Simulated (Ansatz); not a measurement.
Born–Oppenheimer molecular dynamics of C2H9BO2 (14 atoms, charge 0, multiplicity 1). It starts from a rough guess of a transition structure, not a stationary point.

These are results of UKS PBE/STO-3G (Ansatz), not measurements.

```json
{"ensemble": "NVE (velocity Verlet)", "time step": "0.5 fs", "steps asked": "150", "starting velocities drawn for": "300 K", "seed": "871981"}
```

First frame:

```xyz
14
Properties=species:S:1:pos:R:3
B -1.089 0.254 0.191
C 0.589 -0.515 0.366
C 1.564 -0.216 -0.772
O -1.542 0.109 -1.107
O -1.951 0.072 1.263
H 0.074 0.794 0.344
H -0.449 1.627 0.319
H 1.054 -0.346 1.344
H 0.352 -1.582 0.327
H 1.069 -0.385 -1.724
H 1.907 0.818 -0.751
H 2.442 -0.860 -0.719
H -2.474 0.284 -1.197
H -1.544 -0.056 2.116
```

(1) What does the run give?

(2) What happens to the structure?

(3) How do temperature and energy run in time?

## Answers

(1) The run went to its last step.

- steps done: 150
- time covered: 75 fs
- mean temperature over the second half: 2426 K
- spread of the potential energy over the second half: 14.4 meV per atom
- mean potential energy of the second half above the start: -236.0 meV per atom

The conserved energy stayed within 1.3 meV per atom of its start (net change -0.89 meV per atom), so the integration is sound. The system heated up, since it started high on the potential surface and ran downhill. A run of 0.075 ps of so small a system gives no equilibrium averages. The orbitals stay closed-shell, which can raise the energy where a bond breaks towards radicals; this wasn't checked here. Limits of this set-up: minimal basis.

(2) The step under study would form B1–H7, C2–H6 and break B1–C2, H6–H7. These pairs go: B1–H7 1.52 → 13.26 Å, C2–H6 1.41 → 12.97 Å, B1–C2 1.85 → 1.56 Å, H6–H7 0.98 → 0.73 Å. In the last frame they stand as before the step (other bonds may differ from the relaxed reactants and products). Also parted: B1–H6 1.29 → 12.73 Å. It ends as C2H7BO2 + H2. Pairs count as bonded within 1.25 times the sum of covalent radii (0.12 Å more for H–H). The details hang on the random start.

(3) 
```json
{"time (fs)": "0.0", "T (K)": "300", "potential energy less start (eV)": "0.000", "conserved less start (meV/atom)": "0.00"}
{"time (fs)": "3.5", "T (K)": "760", "potential energy less start (eV)": "-0.715", "conserved less start (meV/atom)": "-0.08"}
{"time (fs)": "7.0", "T (K)": "1880", "potential energy less start (eV)": "-2.466", "conserved less start (meV/atom)": "-1.03"}
{"time (fs)": "10.5", "T (K)": "2507", "potential energy less start (eV)": "-3.431", "conserved less start (meV/atom)": "-0.51"}
{"time (fs)": "14.0", "T (K)": "2544", "potential energy less start (eV)": "-3.492", "conserved less start (meV/atom)": "-0.74"}
{"time (fs)": "17.5", "T (K)": "2567", "potential energy less start (eV)": "-3.524", "conserved less start (meV/atom)": "-0.48"}
{"time (fs)": "21.0", "T (K)": "2683", "potential energy less start (eV)": "-3.714", "conserved less start (meV/atom)": "-1.19"}
{"time (fs)": "24.5", "T (K)": "2423", "potential energy less start (eV)": "-3.301", "conserved less start (meV/atom)": "-0.56"}
{"time (fs)": "28.0", "T (K)": "2279", "potential energy less start (eV)": "-3.078", "conserved less start (meV/atom)": "-0.57"}
{"time (fs)": "31.5", "T (K)": "2281", "potential energy less start (eV)": "-3.083", "conserved less start (meV/atom)": "-0.70"}
{"time (fs)": "35.0", "T (K)": "2384", "potential energy less start (eV)": "-3.246", "conserved less start (meV/atom)": "-0.89"}
{"time (fs)": "38.5", "T (K)": "2437", "potential energy less start (eV)": "-3.330", "conserved less start (meV/atom)": "-1.06"}
{"time (fs)": "42.0", "T (K)": "2373", "potential energy less start (eV)": "-3.220", "conserved less start (meV/atom)": "-0.32"}
{"time (fs)": "45.5", "T (K)": "2512", "potential energy less start (eV)": "-3.444", "conserved less start (meV/atom)": "-0.94"}
{"time (fs)": "49.0", "T (K)": "2627", "potential energy less start (eV)": "-3.617", "conserved less start (meV/atom)": "-0.50"}
{"time (fs)": "52.5", "T (K)": "2689", "potential energy less start (eV)": "-3.716", "conserved less start (meV/atom)": "-0.82"}
{"time (fs)": "56.0", "T (K)": "2430", "potential energy less start (eV)": "-3.304", "conserved less start (meV/atom)": "-0.04"}
{"time (fs)": "59.5", "T (K)": "2323", "potential energy less start (eV)": "-3.143", "conserved less start (meV/atom)": "-0.35"}
{"time (fs)": "63.0", "T (K)": "2417", "potential energy less start (eV)": "-3.289", "conserved less start (meV/atom)": "-0.34"}
{"time (fs)": "66.5", "T (K)": "2351", "potential energy less start (eV)": "-3.183", "conserved less start (meV/atom)": "-0.13"}
{"time (fs)": "70.0", "T (K)": "2151", "potential energy less start (eV)": "-2.870", "conserved less start (meV/atom)": "0.10"}
{"time (fs)": "73.5", "T (K)": "2238", "potential energy less start (eV)": "-3.003", "conserved less start (meV/atom)": "0.22"}
```

Run time: 8.1 min on 1 thread of Arm Neoverse V1, on a shared host, peak memory 0.12 GiB.
